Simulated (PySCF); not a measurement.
C2H7BN2O, SMILES OB(N)/N=C/C. Heavy atoms are numbered as in [CH3:1]/[CH:2]=[N:3]/[B:4]([NH2:5])[OH:6]. Hydrogens are named by the atom that carries them.

The structure is a stationary point at PBE0-D3(BJ)/def2-SVP. The structure was generated by enumeration; whether it is a known compound was not checked. One conformer was computed; it need not be the lowest.

Method: PBE/def2-TZVP (PySCF).

Atomic charges (e), one atom of each kind:

```
atom      Mulliken    IAO
--------  --------  -----
C1 (CH3)     -0.25  -0.46
C2 (CH)      -0.04   0.07
N3           -0.19    [?]
B4            0.20    [?]
N5 (NH2)     -0.48  -0.60
O6 (OH)      -0.41    [?]
H on C1       0.12   0.16
H on C2       0.06    [?]
H on N5       0.22    [?]
H on O6       0.31   0.37
```

Q: Some entries are withheld; supply them. (Estimate from the structure and the level; the computed values follow.)

A: 
- N3, IAO: -0.37
- B4, IAO: 0.42
- O6 (OH), IAO: -0.56
- H on C2, IAO: 0.09
- H on N5, IAO: 0.28

Computed Mayer and Wiberg (Löwdin basis) orders of the bonds:
```json
[
 {"bond": "C1–C2", "Mayer": "0.99", "Wiberg": "1.34"},
 {"bond": "C2–N3", "Mayer": "1.95", "Wiberg": "2.19"},
 {"bond": "N3–B4", "Mayer": "1.16", "Wiberg": "1.45"},
 {"bond": "B4–N5", "Mayer": "1.29", "Wiberg": "1.79"},
 {"bond": "B4–O6", "Mayer": "1.32", "Wiberg": "1.95"}
]
```
